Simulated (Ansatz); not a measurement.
Mulliken charges of `O[SiH]1[SiH2][SiH2]1` from ωB97M-V/def2-TZVPP in Ansatz (PBE0-D4/def2-TZVP geometry).

```tsv
atom	x (Å)	y (Å)	z (Å)	charge (e)
O1	-1.435	0.509	-1.857	-0.368
Si2	-0.999	0.224	-0.293	0.292
Si3	0.432	-1.472	0.346	0.005
Si4	1.031	0.781	0.693	-0.035
H5	-1.446	1.424	-2.143	0.180
H6	-2.114	0.395	0.679	-0.038
H7	1.297	-2.096	-0.687	-0.006
H8	0.053	-2.421	1.423	-0.010
H9	1.090	1.446	2.020	-0.013
H10	2.174	1.160	-0.177	-0.006
```

Problem. By hand: the dipole of these point charges (1 e Å = 4.8032 D).

Solution. Σ q r = (-0.013, 0.096, 0.128) e Å, of length 0.161 e Å = 0.77 D.

Problem. How does the dipole of the full density compare? (Estimate.)

Solution. Ansatz gave: (-0.022, 0.262, -0.024) e Å, 1.27 D; the point charges give 0.61 times that, at 58° from its direction.

Point charges leave out the atoms' own dipoles, such as those of lone pairs, and Mulliken's split depends on the basis, so the two needn't agree.
